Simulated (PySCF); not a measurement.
CH2AlF3O, singlet, at the geometry of the source list; CCSD(T)/def2-SVP in PySCF.

Input for PySCF:
```python
from pyscf import gto, scf, cc

mol = gto.M(
    atom='''
Al   -0.38110000    0.49170000    0.64370000
C     0.20390000   -1.01940000   -0.60290000
F    -1.11680000   -1.44940000   -0.63120000
F     0.94660000   -2.13390000   -0.58450000
F     0.40410000   -0.47000000   -1.83460000
H    -1.78970000    0.26530000    1.13190000
O     0.59970000    1.77130000    0.86990000
H     1.13330000    2.54430000    1.00780000
''',
    basis='def2-svp',
    verbose=4,
    max_memory=1800,
)

mf = scf.RHF(mol)
mf.kernel()

mycc = cc.CCSD(mf, frozen=10)
mycc.kernel()
et = mycc.ccsd_t()
print('E(CCSD(T)) = %.10f' % (mycc.e_tot + et))
```

The log (banner, timings and long lists left out):

```
PySCF version 2.14.0

[INPUT] verbose = 4
[INPUT] num. atoms = 8
[INPUT] num. electrons = 56
[INPUT] charge = 0
[INPUT] spin (= nelec alpha-beta = 2S) = 0
[INPUT] symmetry False subgroup None
[INPUT] Mole.unit = angstrom
[INPUT] Symbol           X                Y                Z      unit          X                Y                Z       unit  Magmom
[INPUT]  1 Al    -0.381100000000   0.491700000000   0.643700000000 AA   -0.720174626072   0.929178335449   1.216416706383 Bohr   0.0
[INPUT]  2 C      0.203900000000  -1.019400000000  -0.602900000000 AA    0.385315156799  -1.926386811382  -1.139315880500 Bohr   0.0
[INPUT]  3 F     -1.116800000000  -1.449400000000  -0.631200000000 AA   -2.110446135914  -2.738969044945  -1.192795129825 Bohr   0.0
[INPUT]  4 F      0.946600000000  -2.133900000000  -0.584500000000 AA    1.788814749513  -4.032486577209  -1.104544919808 Bohr   0.0
[INPUT]  5 F      0.404100000000  -0.470000000000  -1.834600000000 AA    0.763638326937  -0.888171278546  -3.466891548127 Bohr   0.0
[INPUT]  6 H     -1.789700000000   0.265300000000   1.131900000000 AA   -3.382042845134   0.501344340847   2.138981000395 Bohr   0.0
[INPUT]  7 O      0.599700000000   1.771300000000   0.869900000000 AA    1.133268756902   3.347271884442   1.643872755759 Bohr   0.0
[INPUT]  8 H      1.133300000000   2.544300000000   1.007800000000 AA    2.141626616970   4.808030178731   1.904465988337 Bohr   0.0

nuclear repulsion = 303.568059938198
number of shells = 44
number of NR pGTOs = 170
number of NR cGTOs = 98
basis = def2-svp
ecp = {}

******** <class 'pyscf.scf.hf.RHF'> ********
method = RHF
initial guess = minao
damping factor = 0
level_shift factor = 0
DIIS = <class 'pyscf.scf.diis.CDIIS'>
diis_start_cycle = 1
diis_space = 8
diis_damp = 0
SCF conv_tol = 1e-09
SCF conv_tol_grad = None
SCF max_cycles = 50
direct_scf = True
direct_scf_tol = 1e-13
Set gradient conv threshold to 3.16228e-05
Initial guess from minao.
init E= -654.167619095217
  HOMO = -0.290715693060731  LUMO = 0.0223915669083041  gap/eV = 8.52008
cycle= 1 E= -653.532906881657  delta_E= 0.635  |g|=    1  |ddm|= 2.75
  HOMO = -0.423474625686594  LUMO = 0.0470406360828211  gap/eV = 12.80337
cycle= 2 E= -653.677761445273  delta_E= -0.145  |g|= 0.627  |ddm|= 1.09
  HOMO = -0.451870403742745  LUMO = 0.0619383917824399  gap/eV = 13.98145
cycle= 3 E= -653.746571646273  delta_E= -0.0688  |g|= 0.0636  |ddm|= 0.424
  HOMO = -0.444523370214805  LUMO = 0.0672443465432764  gap/eV = 13.92591
cycle= 4 E= -653.748298682892  delta_E= -0.00173  |g|= 0.0186  |ddm|= 0.116
  HOMO = -0.447930958138933  LUMO = 0.0671526233911957  gap/eV = 14.01614
cycle= 5 E= -653.748450979685  delta_E= -0.000152  |g|= 0.00484  |ddm|= 0.034
  HOMO = -0.447547809120171  LUMO = 0.0671095874666943  gap/eV = 14.00454
cycle= 6 E= -653.748462601577  delta_E= -1.16e-05  |g|= 0.0019  |ddm|= 0.0103
  HOMO = -0.447513749878055  LUMO = 0.0670813660983152  gap/eV = 14.00285
cycle= 7 E= -653.748463748643  delta_E= -1.15e-06  |g|= 0.000477  |ddm|= 0.00254
  HOMO = -0.447487604407934  LUMO = 0.0671250303916544  gap/eV = 14.00332
cycle= 8 E= -653.748463864285  delta_E= -1.16e-07  |g|= 0.000116  |ddm|= 0.00094
  HOMO = -0.447472018391059  LUMO = 0.0671324291857314  gap/eV = 14.00310
cycle= 9 E= -653.748463874553  delta_E= -1.03e-08  |g|= 2.89e-05  |ddm|= 0.000308
  HOMO = -0.447471135313205  LUMO = 0.0671322206577241  gap/eV = 14.00307
cycle= 10 E= -653.748463875033  delta_E= -4.8e-10  |g|= 1.11e-05  |ddm|= 6.21e-05
  HOMO = -0.44747133515665  LUMO = 0.0671321918254444  gap/eV = 14.00308
Extra cycle  E= -653.748463875066  delta_E= -3.3e-11  |g|= 6.49e-06  |ddm|= 1.37e-05
converged SCF energy = -653.748463875066

******** <class 'pyscf.cc.ccsd.CCSD'> ********
CC2 = 0
CCSD nocc = 18, nmo = 88
frozen orbitals 10
max_cycle = 50
direct = 0
conv_tol = 1e-07
conv_tol_normt = 1e-05
diis_space = 6
diis_start_cycle = 0
diis_start_energy_diff = 1e+09
Init t2, MP2 energy = -654.675299490434  E_corr(MP2) -0.926835615368647
Init E_corr(CCSD) = -0.926835615378515
cycle = 1  E_corr(CCSD) = -0.925685694709151  dE = 0.00114992067  norm(t1,t2) = 0.0767244
cycle = 2  E_corr(CCSD) = -0.947660344452153  dE = -0.0219746497  norm(t1,t2) = 0.0227046
cycle = 3  E_corr(CCSD) = -0.947902681598645  dE = -0.000242337146  norm(t1,t2) = 0.0134438
cycle = 4  E_corr(CCSD) = -0.951293009228233  dE = -0.00339032763  norm(t1,t2) = 0.00535477
cycle = 5  E_corr(CCSD) = -0.951281778498939  dE = 1.12307293e-05  norm(t1,t2) = 0.00132254
cycle = 6  E_corr(CCSD) = -0.951116357921133  dE = 0.000165420578  norm(t1,t2) = 0.00052124
cycle = 7  E_corr(CCSD) = -0.951100261594937  dE = 1.60963262e-05  norm(t1,t2) = 0.000137761
cycle = 8  E_corr(CCSD) = -0.951105451041563  dE = -5.18944663e-06  norm(t1,t2) = 5.45497e-05
cycle = 9  E_corr(CCSD) = -0.95110879998439  dE = -3.34894283e-06  norm(t1,t2) = 2.20218e-05
cycle = 10  E_corr(CCSD) = -0.951108553373631  dE = 2.46610759e-07  norm(t1,t2) = 6.22972e-06
cycle = 11  E_corr(CCSD) = -0.951108476109487  dE = 7.72641439e-08  norm(t1,t2) = 2.73433e-06
CCSD converged
E(CCSD) = -654.6995723511752  E_corr = -0.9511084761094873
CCSD(T) correction = -0.0188835275497527
E(CCSD(T)) = -654.7184558787
```
